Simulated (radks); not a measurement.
Removal energies from the magnesium ion Mg6+, [He] 2s2 2p2, by Delta-SCF beside the eigenvalue of the level emptied. All-electron calculation, scalar-relativistic Kohn-Sham, BLYP, spin-polarised, spherical densities, finite nucleus; Fermi nuclear charge, rms radius of each element as measured or else 0.836 A^(1/3) + 0.57 fm. Program: a radial shooting solver on a logarithmic mesh with Libxc functionals. Open shells are filled with parallel spins first.

2p: final configuration [He] 2s2 2p1; Delta-SCF (eV) 226.24; -eigenvalue (eV) 206.54
2s: final configuration [He] 2s1 2p2; Delta-SCF (eV) 241.57; -eigenvalue (eV) 226.20
1s: final configuration 1s1 2s2 2p2; Delta-SCF (eV) 1518.9; -eigenvalue (eV) 1455.7
